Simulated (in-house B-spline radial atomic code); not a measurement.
# Ionising the lithium ion Li⁺ with different functionals

Computed with a B-spline radial code for spherical atoms: scalar-relativistic (spin-free X2C) Hamiltonian, Fermi nucleus of rms radius 2.444 fm, spin-polarised at highest spin, spherical fractional occupations for the functionals, the average over the highest-spin determinants for Hartree-Fock. The ionisation energy is the difference of two self-consistent energies, 1s2 → 1s1, without Breit or QED terms; ε is the level of the shell that loses the electron (its least bound occupied spin orbital).

```json
{"method": "Hartree-Fock", "rung": "Hartree-Fock", "ΔSCF (eV)": "74.46", "-ε(1s) (eV)": "75.99"}
{"method": "HF fractional", "rung": "Hartree-Fock", "ΔSCF (eV)": "74.46", "-ε(1s) (eV)": "75.99"}
{"method": "LDA VWN5", "rung": "LDA", "ΔSCF (eV)": "74.58", "-ε(1s) (eV)": "59.60"}
{"method": "LDA PW92", "rung": "LDA", "ΔSCF (eV)": "74.56", "-ε(1s) (eV)": "59.59"}
{"method": "LDA exchange-only", "rung": "LDA", "ΔSCF (eV)": "71.86", "-ε(1s) (eV)": "57.73"}
{"method": "PBE", "rung": "GGA", "ΔSCF (eV)": "75.36", "-ε(1s) (eV)": "60.41"}
{"method": "PBEsol", "rung": "GGA", "ΔSCF (eV)": "74.74", "-ε(1s) (eV)": "59.84"}
{"method": "BLYP", "rung": "GGA", "ΔSCF (eV)": "75.84", "-ε(1s) (eV)": "60.72"}
{"method": "RPBE", "rung": "GGA", "ΔSCF (eV)": "75.70", "-ε(1s) (eV)": "60.55"}
{"method": "PW91", "rung": "GGA", "ΔSCF (eV)": "75.54", "-ε(1s) (eV)": "60.60"}
{"method": "BP86", "rung": "GGA", "ΔSCF (eV)": "?", "-ε(1s) (eV)": "?"}
{"method": "AM05", "rung": "GGA", "ΔSCF (eV)": "74.83", "-ε(1s) (eV)": "59.61"}
{"method": "OLYP", "rung": "GGA", "ΔSCF (eV)": "75.84", "-ε(1s) (eV)": "60.62"}
{"method": "TPSS", "rung": "meta-GGA", "ΔSCF (eV)": "75.82", "-ε(1s) (eV)": "61.47"}
{"method": "SCAN", "rung": "meta-GGA", "ΔSCF (eV)": "75.69", "-ε(1s) (eV)": "61.92"}
{"method": "r2SCAN", "rung": "meta-GGA", "ΔSCF (eV)": "75.69", "-ε(1s) (eV)": "61.92"}
{"method": "revTPSS", "rung": "meta-GGA", "ΔSCF (eV)": "75.88", "-ε(1s) (eV)": "61.73"}
{"method": "PBE0", "rung": "global hybrid", "ΔSCF (eV)": "75.40", "-ε(1s) (eV)": "64.49"}
{"method": "B3LYP", "rung": "global hybrid", "ΔSCF (eV)": "?", "-ε(1s) (eV)": "?"}
{"method": "TPSSh", "rung": "global hybrid", "ΔSCF (eV)": "75.81", "-ε(1s) (eV)": "63.00"}
{"method": "BHandHLYP", "rung": "global hybrid", "ΔSCF (eV)": "75.79", "-ε(1s) (eV)": "68.83"}
{"method": "r2SCAN0", "rung": "global hybrid", "ΔSCF (eV)": "75.66", "-ε(1s) (eV)": "65.58"}
{"method": "B97-1", "rung": "global hybrid", "ΔSCF (eV)": "75.77", "-ε(1s) (eV)": "64.02"}
{"method": "HSE06", "rung": "range-separated hybrid", "ΔSCF (eV)": "75.42", "-ε(1s) (eV)": "64.09"}
{"method": "wB97X", "rung": "range-separated hybrid", "ΔSCF (eV)": "75.79", "-ε(1s) (eV)": "66.74"}
{"method": "CAM-B3LYP", "rung": "range-separated hybrid", "ΔSCF (eV)": "75.72", "-ε(1s) (eV)": "66.01"}
{"method": "LC-wPBE", "rung": "range-separated hybrid", "ΔSCF (eV)": "75.51", "-ε(1s) (eV)": "66.31"}
```

Q: What does BP86 give?

A: ΔSCF 75.88 eV, and -ε(1s) = 60.56 eV.

Q: What does B3LYP give?

A: ΔSCF 75.98 eV, and -ε(1s) = 64.06 eV.

Q: Among the functionals, which spreads more, the ΔSCF values or the orbital energies?

A: The orbital energies: ΔSCF values span about 4.12 eV and the orbital energies 11.10 eV.

Q: How do they compare with the NIST value?

A: NIST lists 75.640 eV (tabulated theory, ground level to ground level). Errors run from -3.78 to +0.34 eV; r2SCAN0 is closest (+0.02 eV), but part of that can be cancellation, since the calculations leave out Breit-QED terms. Hartree-Fock also lacks correlation.
